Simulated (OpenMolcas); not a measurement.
Cu7+: effect of the active space

```json
{"Program": "OpenMolcas", "Method": "SS-CASPT2 or its RAS form, IPEA 0.25 Eh, imaginary shift 0.1 Eh", "Basis": "ANO-RCC-VTZP", "Scalar Hamiltonian": "DKH2, point nucleus", "Spin-orbit coupling": "RASSI with atomic mean-field integrals over the reference wave functions, term energies averaged over their components"}
```

A. 4 electrons in 5 orbitals (3d); 2S+1 = 5 even, 5 roots; 2S+1 = 3 even, 45 roots; 2S+1 = 1 even, 50 roots; closed shells correlated: 3s 3p; CASPT2 step of the order of 18 core-seconds
B. 10 electrons in 8 orbitals (RAS1 3p, at most 2 holes; RAS2 3d); 2S+1 = 5 even, 5 roots; 2S+1 = 3 even, 45 roots; 2S+1 = 1 even, 44 roots; closed shells correlated: 3s; CASPT2 step of the order of 60 core-seconds
C. 4 electrons in 10 orbitals (3d 4d); 2S+1 = 5 even, 5 roots; 2S+1 = 3 even, 45 roots; 2S+1 = 1 even, 44 roots; closed shells correlated: 3s 3p; CASPT2 step of the order of 9 core-minutes

Energies in cm⁻¹ above 3d⁴ ⁵D₀.

```tsv
Level	A	B	C
3d⁴ ⁵D₀	0.0	0.0	0.0
3d⁴ ⁵D₁	396	403	397
3d⁴ ⁵D₂	1135	1154	1138
3d⁴ ⁵D₃	2150	2180	2160
3d⁴ ⁵D₄	3370	3430	3400
3d⁴ ³P₀(1)	33300	33590	33430
3d⁴ ³H₄	35530	35540	35570
3d⁴ ³P₁(1)	35620	35960	35760
3d⁴ ³H₅	36460	36480	36530
3d⁴ ³H₆	37390	37410	37490
3d⁴ ³F₂(1)	38600	38850	38680
3d⁴ ³F₃(1)	38670	38930	38760
3d⁴ ³F₄(1)	39100	39420	39220
3d⁴ ³P₂(1)	39200	39610	39350
3d⁴ ³G₃	43150	43460	43200
3d⁴ ³G₄	44000	44320	44080
3d⁴ ³G₅	44710	45010	44830
3d⁴ ³D₃	52760	53330	52840
3d⁴ ³D₂	53060	53630	53140
3d⁴ ³D₁	53460	54020	53500
3d⁴ ¹G₄(1)	54040	54360	54210
3d⁴ ¹I₆	54420	54210	54610
3d⁴ ¹F₃	75670	75860	75720
3d⁴ ³P₂(2)	88090	88150	88120
```

The spin-orbit steps hold different terms of 3d⁴ (B lacks a ¹D, a ¹S; C lacks a ¹D, a ¹S), which shifts levels as well.

Among A to C the level of the table that moves most is 3d⁴ ³D₃, by 570 cm-1 (lowest in A, highest in B). Moves below CASPT2's spread within the term are not significant.

Term energies are means over components that CASPT2 splits; among the terms shown or strongly mixed into the levels shown the widest spread is 360 cm-1 (3d⁴ ¹I, C). The CASPT2 spread within a term exceeds the gap to the next term for 3d⁴ ³D and 3d⁴ ¹G(1), so the order of their levels is uncertain (figures for A; the like holds for B). Active for correlation alone: 3p; no level in the range computed is led by a configuration that opens it, so any true level of that kind is missing (holds for B). Active for correlation alone: 4d; no level in the range computed is led by a configuration that fills it, so any true level of that kind is missing (holds for C). Levels of configurations outside the active space are missing. Levels that lie high or do not pair safely by name in every column are left out.

A number in round brackets counts repeated terms of one configuration in the order of the reference energies.
